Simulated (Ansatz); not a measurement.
C₂H₇AlCl₂O (`C[OH+][Al-]([CH3])([Cl])[Cl]`), 13 atoms. Charge 0, multiplicity 1. All runs use 4 threads of an AMD EPYC 9R45 on a shared host. Correlated methods freeze the cores.

Q: Give the basis size and wall time and peak host memory of each of these runs in Ansatz. RKS PBE0-D4/def2-TZVP frequencies; RKS PBE0-D4/def2-QZVPP energy; RHF-CCSD(T)/def2-SVP energy; direct RPA on PBE orbitals/def2-TZVPP energy; RKS ωB97M-V/def2-SVP energy; RHF-CCSD(T)/def2-TZVPP energy; RKS PBE-D4/def2-TZVPP energy and forces; RKS ωB97M-V/def2-QZVPP energy; RKS PBE0-D4/def2-TZVP relaxation (12 steps); RKS PBE0-D4/def2-TZVPP energy; RKS r2SCANh-D4/def2-TZVPP energy; RHF-MP2/def2-QZVPP energy. (An estimate is asked.)

A: Ansatz gave: Other jobs shared the machine, so times are rough.

```tsv
level	job	functions	wall time	peak host memory (GiB)
RKS PBE-D4/def2-TZVPP	energy and forces	317	1.5 s	0.56
RKS PBE0-D4/def2-TZVPP	energy	317	2 s	1.2
RKS ωB97M-V/def2-SVP	energy	131	2.5 s	0.49
RKS r2SCANh-D4/def2-TZVPP	energy	317	2.9 s	1.2
direct RPA on PBE orbitals/def2-TZVPP	energy	317	3.3 s	0.92
RHF-CCSD(T)/def2-SVP	energy	131	3.8 s	0.81
RKS PBE0-D4/def2-QZVPP	energy	591	7.5 s	2.8
RKS ωB97M-V/def2-QZVPP	energy	591	13 s	3.4
RHF-MP2/def2-QZVPP	energy	591	16 s	4.9
RKS PBE0-D4/def2-TZVP	relaxation (12 steps)	246	26 s	0.88
RKS PBE0-D4/def2-TZVP	frequencies	246	2.2 min	0.88
RHF-CCSD(T)/def2-TZVPP	energy	317	4.6 min	4.7
```
